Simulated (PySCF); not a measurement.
## Ions at one geometry of [YF2]+

PySCF 2.14.0, RKS PBE0, Y def2-SVP with ECP28, F def2-SVP; non-relativistic Hamiltonian with scalar-relativistic core potentials where named; density fitting; no spin-orbit coupling; singlets restricted, open shells unrestricted. The geometry is relaxed for charge +1, singlet, vacuum:

```xyz
3

Y     0.0000    0.0000   -0.4142
F     1.5793    0.0000    0.6677
F    -1.5793    0.0000    0.6677
```

Energies count from the relaxed state; an electron taken off or put on is at rest in vacuum. Charges and spins are Mulliken's.

```
                     state  energy (eV)  spin squared  charge on Y1 (e)  spin on Y1 (e)  dipole about the centre of mass (D)
charge +1, singlet, vacuum         0.00          0.00              1.57            0.00                                 6.78
 charge 0, doublet, vacuum        -6.39          0.75              0.70            1.02                                 2.97
```

Task: What does the state charge +2, doublet, vacuum give?

Result: energy (eV) 19.07, spin squared 0.77, charge on Y1 (e) 1.94, spin on Y1 (e) -0.09, dipole about the centre of mass (D) 4.54.

With an electron taken off (doublet) the charges change, summed by element, by Y +0.37 e, F +0.63 e. The vertical ionisation energy is 19.07 eV, against −ε(HOMO) = 16.30 eV of the relaxed state. The level lies 2.8 eV too high, as is usual for semilocal functionals and global hybrids, which keep a self-interaction error.

With an electron put on (doublet) the charges change, summed by element, by Y -0.87 e, F -0.13 e. The vertical electron affinity is 6.39 eV, against −ε(LUMO) = 8.13 eV of the relaxed state.

Open shells may have lower solutions than those found.
